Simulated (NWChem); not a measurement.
Species: BeHF; SMILES [BeH][F]

All runs: NWChem. Pople sets run with spherical d functions. B3LYP is NWChem's, with the RPA form of VWN correlation. Each level has its own optimisation; frequencies are unscaled.

```tsv
level	r Be–H (Å)	r Be–F (Å)	highest harmonic frequency (cm⁻¹)	lowest (cm⁻¹)	zero-point energy (kcal/mol)	dipole (D)
Hartree-Fock/6-31G*	1.332	1.370	2273	570	6.7	0.74
BLYP/def2-SVP	1.330	1.400	2192	…	6.3	0.58
B3LYP/def2-TZVP	1.325	1.374	2207	593	6.5	0.68
PBE-D3(BJ)/def2-SVP	1.338	1.401	2172	509	6.2	0.62
```

Fill in the missing entries.


- BLYP/def2-SVP, lowest (cm⁻¹): 518
